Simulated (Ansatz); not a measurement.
```yaml
atoms:
  - { symbol: C, position_ang: [-0.0174, 0.0168, -0.6425] }
  - { symbol: O, position_ang: [-0.0400, -0.0384, 0.7607] }
  - { symbol: H, position_ang: [-0.0123, -1.0215, -1.0222] }
  - { symbol: H, position_ang: [-0.8763, 0.4428, -1.0348] }
  - { symbol: H, position_ang: [0.9009, 0.4674, -1.1247] }
  - { symbol: H, position_ang: [-0.0135, 0.8745, 1.1048] }
```

Basis set: 6-31G* (spherical functions). Correlated methods keep 2 orbitals frozen. Charge 0, multiplicity 1.

Computed with Ansatz (development build ahead of 0.2.0); each method stands on the lowest determinant of its kind that the runs found. Restricted open shells among the atoms or ions are ROHF, correlated in semicanonical orbitals with singles.

Give the atomization energy at this shape (free ground-state atoms in the same class of orbitals less the molecule, no zero-point energy) of singlet CH4O by RHF-MP2, RHF.

| method | atomization energy |
| --- | --- |
| RHF-MP2 | 461.01 kcal/mol |
| RHF | 363.90 kcal/mol |
